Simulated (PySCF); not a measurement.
C5H8BNO2Si.
SMILES: `c1(ccccn1)[SiH2]B(O)O`

Torsions of this conformer, `[OH:1][B:2]([OH:3])[SiH2:4][c:5]1[cH:6][cH:7][cH:8][cH:9][n:10]1`: O1–B2–Si4–C5 41°, B2–Si4–C5–C6 -135°, H–O1–B2–O3 3°, H–O3–B2–O1 -1°.

The closed-shell ground state was solved at several levels (PySCF, density fitting, gas phase, non-relativistic). The structure is a single PBE0-D3(BJ)/def2-SVP conformer in the gas phase; no vibrational or solvent corrections.

```tsv
level	basis functions	total energy (Eh)	HOMO (eV)	LUMO (eV)	gap (eV)	dipole (D)
PBE0/pcSseg-1	217	-714.3143	-7.06	-0.84	6.22	2.54
HF/pcSseg-1	217	-711.8028	-9.24	2.79	12.03	2.55
```

Q: Estimate the row for PBE0/def2-SVPD, a basis of 274 functions; the other rows only guide the guess.

A: Total energy -714.0001 Eh, HOMO -7.08 eV, LUMO -0.94 eV, gap 6.14 eV, dipole 2.39 D.

Q: Over all these levels, which gives the widest orbital gap and which the narrowest?

A: HF/pcSseg-1 (Hartree–Fock, all exact exchange) has the widest, 12.03 eV, and PBE0/def2-SVPD (global hybrid, 25 % exact exchange) the narrowest, 6.14 eV. Functional and basis both differ between the two, so the spread mixes both effects. The HOMO need not be the same orbital at Hartree–Fock and at DFT levels.

Q: How far do the dipole and the HOMO energy spread over the levels?

A: The dipole runs from 2.39 to 2.55 D (mean 2.49 D) and the HOMO from -9.24 to -7.06 eV.
